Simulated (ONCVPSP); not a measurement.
# Plane-wave convergence, ONCV potential for Te (Z = 52)

- Element: tellurium
- Generator: ONCVPSP 4.0.1
- Type: optimised norm-conserving Vanderbilt (ONCV)
- Functional: LDA (Perdew-Wang 92)
- Relativity: scalar-relativistic
- Frozen core: [Ar] 3d10
- Valence charge: 24
- Reference configuration: 4s2 4p6 4d10 5s2 5p4
- Partial waves: 4s+5s: rc 1.45 bohr, ncon 4, nbas 7, qcut 8.7 1/bohr, 2 projectors; 4p+5p: rc 1.55 bohr, ncon 5, nbas 8, qcut 7.1 1/bohr, 3 projectors, debl 3.1 Ha; 4d: rc 1.20 bohr, ncon 4, nbas 8, qcut 15.7 1/bohr, 3 projectors, debl 0.5 Ha
- Local potential: polynomial inside 0.85 bohr (lpopt 5, dvloc0 1 Ha)
- Core correction: none

In the d channel the program set the typed energies aside and used -1.532, 0.250, 0.750 Ha.

For each optimised wave give the share of its norm inside rc, the residual kinetic energy above qcut (Ha) and the cutoffs (Ha) for errors of 10, 1, 0.1 and 0.01 mHa per electron.

| wave | norm inside rc | residual KE | 10 mHa | 1 mHa | 0.1 mHa | 0.01 mHa |
| --- | --- | --- | --- | --- | --- | --- |
| 4s | 0.987 | 2.1e-06 | 12.4 | 25.4 | 30.8 | 35.0 |
| 5s | 0.174 | 2.2e-05 | 17.4 | 28.0 | 34.2 | 49.9 |
| 4p | 0.982 | 9.9e-04 | 20.6 | 25.8 | 62.2 | 78.3 |
| 5p | 0.101 | 2.3e-04 | 17.3 | 22.5 | 27.2 | 44.6 |
| p projector 3 | 0.095 | 5.6e-04 | 19.1 | 24.1 | 32.3 | 66.6 |
| 4d | 0.759 | 1.8e-08 | 45.5 | 59.7 | 72.9 | 85.3 |
| d projector 2 | 0.032 | 4.4e-10 | 30.8 | 45.4 | 59.9 | 73.7 |
| d projector 3 | 0.029 | 2.7e-10 | 31.3 | 46.0 | 60.5 | 74.7 |

The occupied waves need 60 Ha and 73 Ha for 1 and 0.1 mHa. Its largest configuration-test error is -517 meV.
